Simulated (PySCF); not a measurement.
FeCl4, SMILES [Cl][Fe-]([Cl])([Cl])[Cl] (connectivity only; charge and spin as stated), charge -1, multiplicity 6.

Geometry: B3LYP-D3(BJ)/def2-SVPD. The multiplicity is an assumed one; no other spin state was optimised. The isomer is the one that the SMILES or the coordinates give; other isomers of the formula were not compared.

Computed with CAM-B3LYP/def2-SVPD (PySCF).

```json
{
 "total_energy": "-3104.24574 hartree",
 "point_group": "C3v",
 "α spin, highest occupied and lowest empty level": "-6.04 and 3.78 eV",
 "β spin, highest occupied and lowest empty level": "-5.79 and 0.95 eV",
 "dipole_moment_about_the_centre_of_nuclear_charge": "0.00 D",
 "mean_static_polarisability": "107.4 bohr³ (15.91 Å³)",
 "polarisability_principal_values": "107.4, 107.4, 107.4 bohr³",
 "⟨S²⟩": "8.761 (pure state 8.75)"
}
```
